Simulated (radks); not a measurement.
Values are calculated unless marked as measured or tabulated.
Species: Co2+. Configuration: [Ar] 3d7. Level of theory: Dirac Kohn-Sham, PW91, spin-unpolarised, spherical densities, point nucleus; open shells fill j = l - 1/2 first (a radial shooting solver on a logarithmic mesh with Libxc functionals).

Unscreened Slater integrals over Kohn-Sham orbitals (eV). Large and small components are both included.

integral,value
"F0(3d5/2,3d5/2)",24.794
"F2(3d5/2,3d5/2)",11.293
"F4(3d5/2,3d5/2)",6.9910
"F0(3d5/2,3d3/2)",24.858
"F2(3d5/2,3d3/2)",11.322
"G2(3d5/2,3d3/2)",11.313
"G4(3d5/2,3d3/2)",7.0040
"F0(3d5/2,3p3/2)",27.085
"F2(3d5/2,3p3/2)",12.653
"G1(3d5/2,3p3/2)",15.680
"G3(3d5/2,3p3/2)",9.4592
"F0(3d5/2,3p1/2)",27.230
"G3(3d5/2,3p1/2)",9.4992
"F0(3d3/2,3d3/2)",24.922
"F2(3d3/2,3d3/2)",11.352
"F0(3d3/2,3p3/2)",27.162
"F2(3d3/2,3p3/2)",12.692
"G1(3d3/2,3p3/2)",15.721
"G3(3d3/2,3p3/2)",9.4859
"F0(3d3/2,3p1/2)",27.308
"G1(3d3/2,3p1/2)",15.814
"F0(3p3/2,3p3/2)",30.027
"F2(3p3/2,3p3/2)",14.985
"F0(3p3/2,3p1/2)",30.206
"G2(3p3/2,3p1/2)",15.060
"F0(3p1/2,3p1/2)",30.388
